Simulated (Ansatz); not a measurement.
Basis-set series for `IB1BC1`. The species carries charge 0 and has multiplicity 1. I takes the def2 core potential. The structure was optimised at the PBE0-D4/def2-TZVP level.

| functional | basis | functions | energy (Eh) | HOMO (eV) | LUMO (eV) |
| --- | --- | --- | --- | --- | --- |
| PBE0-D4 | def2-SVP | 83 | -387.08623 | -6.77 | -0.90 |
| PBE0-D4 | def2-QZVPP | 343 | -387.19796 | -6.88 | -1.06 |
| ωB97M-V | def2-SVP | 83 | -387.11870 | -8.86 | 1.24 |
| ωB97M-V | def2-QZVPP | 343 | -387.23595 | -8.99 | 0.87 |

(1) Give the rows for def2-TZVPP. (Best estimate.)

Results:

(1) Computed: 
| functional | basis | functions | energy (Eh) | HOMO (eV) | LUMO (eV) |
| --- | --- | --- | --- | --- | --- |
| PBE0-D4 | def2-TZVPP | 185 | -387.19147 | -6.87 | -1.02 |
| ωB97M-V | def2-TZVPP | 185 | -387.23026 | -8.98 | 0.99 |

Positive LUMOs are unbound and depend on the basis.
